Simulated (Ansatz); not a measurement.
Species: C$_{2}$H$_{9}$OSi$_{2}$, net charge 0, doublet state. It need not be the lowest isomer of its formula. 
Geometry from a B3LYP-D3(BJ)/def2-TZVP (Ansatz, an electronic-structure program) optimisation:
```
Si
O 1 1.6531
Si 2 1.6361 1 146.75
H 1 1.4850 2 107.86 3 -78.34
H 3 1.4884 2 108.11 1 -167.16
H 3 1.4931 5 109.82 2 -120.10
C 1 1.8631 4 109.97 2 117.29
H 7 1.0916 1 110.94 4 -59.69
H 7 1.0922 8 108.05 1 121.78
H 7 1.0927 8 108.00 9 116.65
C 1 1.8671 4 109.53 2 -119.32
H 11 1.0920 1 111.29 4 58.41
H 11 1.0924 12 107.95 1 -122.06
H 11 1.0927 12 107.76 13 -116.36
```
Charge 0, spin multiplicity 2.

Basis-set convergence of Hartree-Fock and CCSD(T) correlation energies (hartree) with Ansatz. Cores are frozen in the correlated levels unless marked. Open shells are spin-unrestricted. No spin-orbit coupling. No relativistic terms.

```csv
basis,functions,E(HF),"E(corr, CCSD(T))"
cc-pV(D+d)Z,133,-733.78928,-0.74066
cc-pV(T+d)Z,294,-733.87789,-0.90770
cc-pV(Q+d)Z,563,-733.89720,-0.96061
```

Extrapolating the two largest sets (X = 3 and 4) as X^-3: E(corr) = (64·(-0.96061) - 27·(-0.90770))/37 = -0.9992 Eh, an estimate of the basis-set limit. The largest set recovers 96.1 % of it, the smallest 74.1 %.
